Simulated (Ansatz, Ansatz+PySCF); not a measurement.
```tsv
atom	x (Å)	y (Å)	z (Å)
Mn	0.0000	0.0000	0.0000
H	0.0000	0.0000	3.4600
```

Basis set: def2-SVP (spherical functions). Charge 0, multiplicity 7.

Computed with Ansatz (development build ahead of 0.2.0); each method stands on the lowest determinant of its kind that the runs found.

**Question.** Give the atomization energy at this shape (free ground-state atoms in the same class of orbitals less the molecule, no zero-point energy) of septet MnH by PBE0 (unrestricted), UHF.

**Answer.**

```json
{"method": "PBE0 (unrestricted)", "atomization energy": "5.2 kJ/mol"}
{"method": "UHF", "atomization energy": "0.1 kJ/mol"}
```

Caution: the shape is not the minimum. Caution for PBE0 (unrestricted): charge can spread falsely over distant fragments.
